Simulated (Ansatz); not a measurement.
The cluster AgAu₂⁻. Total charge -1; quintet. Geometry PBE0-D4/def2-TZVPD; atoms count from 1.

```xyz
3

Au   -0.679   -0.810   -2.635
Au    0.682    0.801    2.637
Ag   -0.003    0.009   -0.002
```

In the def2 sets Ag, Au take a core potential; there is no spin–orbit coupling. The highest occupied level of the charge -1 quintet lies above zero (up to 1.15 eV). It is a level of α spin, whose loss leaves a quartet; that state wasn't run at this geometry and level. The electron is either unbound and held by the finite basis, or the level is raised by self-interaction error. At PBE0-D4/def2-TZVPD a singlet of charge -1 lies 5.81 eV below the quintet, each at its own geometry. The structure comes from a short search, and lower isomers may exist.

**Question.** Estimate the Mulliken populations from the PBE0/def2-TZVPD orbitals of Ansatz.

**Answer.** 
```json
{"atom": "Au1", "charge (e)": "-0.29", "spin (α − β)": "1.31", "d electrons": "9.94"}
{"atom": "Au2", "charge (e)": "-0.29", "spin (α − β)": "1.31", "d electrons": "9.94"}
{"atom": "Ag3", "charge (e)": "-0.42", "spin (α − β)": "1.38", "d electrons": "9.93"}
```
Mulliken values and Mayer orders depend strongly on the basis. With diffuse functions, as here, like atoms can get unlike values, and bond orders can come out too low or too high.

**Question.** Where does the spin sit?

**Answer.** Summed by element: Au 2.62, Ag 1.38, of 4 unpaired in all. Largest on single atoms: Ag3 1.38, Au1 1.31, Au2 1.31.

**Question.** And the Mayer bond orders between bonded heavy atoms (over 0.3)?

**Answer.** Au1–Ag3 0.69 (2.84 Å); Au2–Ag3 0.69 (2.84 Å).
